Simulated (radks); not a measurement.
Task: Coherent X-ray form factor from a spherical all-electron density. All-electron calculation, scalar-relativistic Kohn-Sham, SCAN, spin-polarised, spherical densities, finite nucleus; meta-GGA in the generalised Kohn-Sham scheme; Fermi nuclear charge, rms radius of each element as measured or else 0.836 A^(1/3) + 0.57 fm. Program: a radial shooting solver on a logarithmic mesh with Libxc functionals.

| sin(theta)/lambda (1/angstrom) | f0 (electrons) |
|---|---|
| 0.05 | 16.512 |
| 0.1 | 15.241 |
| 0.15 | 13.610 |
| 0.2 | 12.009 |
| 0.25 | 10.651 |
| 0.3 | 9.589 |
| 0.4 | 8.182 |
| 0.5 | 7.299 |
| 0.6 | 6.588 |
| 0.8 | 5.242 |
| 1 | 4.024 |
| 1.25 | 2.882 |
| 1.5 | 2.166 |
| 2 | 1.504 |

The species is in the configuration that NIST lists as its ground one. Which atom or ion scatters so?

Result: Neutral chlorine, [Ne] 3s2 3p5. Extrapolating in s^2 from the first two rows gives f0(0) = 16.9, near the electron count 17; among species with that count, the fall with angle is slower the higher Z, and the table is that of Z = 17; from so few rows the species is fixed only to a neighbour or two.
